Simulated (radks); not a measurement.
Initial-state core-level shifts of the cadmium ion Cd+ when its valence configuration changes from [Kr] 4d10 5s1. Calculated with a radial shooting solver on a logarithmic mesh with Libxc functionals: non-relativistic Kohn-Sham, LDA (Slater exchange, Perdew-Wang correlation), spin-unpolarised, spherical densities, point nucleus; relativity is left out, which matters for an element this heavy. Shifts are changes of the shell-averaged eigenvalues in eV (positive: less bound); the change of the density at the nucleus, which sets a Mossbauer isomer shift, is in e/bohr^3, on a base of 7.747e+04.

| valence | 2s | 2p | 3s | 3d | density at nucleus |
|---|---|---|---|---|---|
| 4d9 5s2 | -6.112 | -6.092 | -5.937 | -5.981 | +17.175 |
| 4d9.5 5s1.5 | -2.995 | -2.985 | -2.917 | -2.937 | +8.102 |
| 4d9 5s1 5p1 | -7.458 | -7.436 | -7.302 | -7.343 | +4.279 |
| 4d10 5p1 | -1.405 | -1.404 | -1.429 | -1.424 | -11.816 |
| 4d10 5s0.5 5p0.5 | -0.713 | -0.712 | -0.724 | -0.722 | -5.809 |
| 4d8 5s1 5p2 | -15.225 | -15.175 | -14.831 | -14.930 | +9.226 |
| 4d8 5p3 | -16.407 | -16.353 | -16.031 | -16.128 | -6.671 |
| 4d6 5s1 5p4 | -31.720 | -31.608 | -30.586 | -30.858 | +20.637 |
| 4d7 5s1 5p3 | -23.312 | -23.232 | -22.593 | -22.769 | +14.697 |
